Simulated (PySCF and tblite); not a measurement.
Results of a calculation; reference values are marked as such.
2 regioisomers of C6H6O2S:

```tsv
isomer	SMILES
A	[CH3:1][O:2][C:3](=[O:4])[c:5]1[cH:6][cH:7][cH:8][s:9]1
B	[CH3:1][O:2][C:3](=[O:4])[c:5]1[cH:6][cH:7][s:8][cH:9]1
```

Protocol: conformer search, at most 4 conformers an isomer, GFN2-xTB geometries, energies B3LYP/def2-SVP (IEF-PCM, water) (D3(BJ) added where defined), weights at 298.15 K with GFN2-xTB thermal terms. Programs: PySCF with density fitting and tblite.

Q: Rank the isomers by free energy at 298.15 K.

A: 
| isomer | ΔG (kcal/mol) | ΔE, lowest conformer | conformers | largest weight % | rms dipole (D) |
| --- | --- | --- | --- | --- | --- |
| A | 0.0 | 0.0 | 2 | 62 | 2.69 |
| B | 0.3 | 0.3 | 2 | 59 | 2.35 |

The minima are those of GFN2-xTB; planar forms about aryl–S or allylic bonds may be saddles in DFT.
